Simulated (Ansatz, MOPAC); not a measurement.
Vertical ionisation energy to the doublet of compounds of Ge, in eV, species as SMILES. Set-up: no dispersion term unless named; each state is the SCF solution reached for its charge and spin; open shells spin-unrestricted; spin-orbit terms left out; non-relativistic. First-principles rows: single points at B3LYP-D3(BJ) geometries (Ansatz, a quantum-chemistry and plane-wave program). Semi-empirical rows: differences of heats of formation at the shared geometry for vertical values.

wB97M-V/def2-TZVPD (Ansatz) is a level with limits of its own, not a measurement.

The rows were drawn at random among computed neutral closed-shell members with both values; the withheld row is one of them. Species whose geometry shows other bonds than their SMILES are left out. No case is left out for the size of its miss. Left out are saddle points of the reference geometry, anions that the best level run finds unbound, excited spin states, species near biochemistry, 298 K rows of species without real B3LYP wavenumbers, cases with under five habitual levels, runs that failed or that the program found above a lower state of the same kind, table entries that another table contradicts, and a share of species set aside by lot. Sets whose x spans too little, or whose line has r² under 0.6, are not shown.

```csv
case,PM3 (MOPAC) (x),wB97M-V/def2-TZVPD (Ansatz) (y)
C(C)[O][GeH3],9.51,9.95
[F][Ge]([Cl])([Cl])[Cl] [trichloro(fluoro)germane],11.45,12.35
C[O][GeH]([O]C)[O]C,9.68,10.31
C[N](C)[GeH3] [N-germyl-N-methylmethanamine],8.08,8.29
[CH3][GeH2][CH3] [dimethylgermane],10.93,10.71
[GeH2]([CH2]N)[CH2]N,8.69,9.17
```

Fit y = a + b·x by least squares, and use it to estimate the value at wB97M-V/def2-TZVPD (Ansatz) for [CH3][Ge]([CH3])([F])[F] [difluoro(dimethyl)germane], where PM3 (MOPAC) gives 11.15 eV.

Means: x 9.7233, y 10.1300. Sums about the means: Sxx 8.2531, Sxy 8.5794. Slope b = Sxy/Sxx = 1.04, intercept a = mean y - b·mean x = 0.018; the rows scatter about the line by 0.346 (root mean square), r² = 0.93. A constant shift, the mean of y - x, would give 11.56 eV. Prediction for [CH3][Ge]([CH3])([F])[F] [difluoro(dimethyl)germane]: 11.61 eV. The value at wB97M-V/def2-TZVPD (Ansatz) is 11.31 eV, so the fit misses by +0.30 eV, against -0.16 eV without it. The fit is meant for species like these alone.
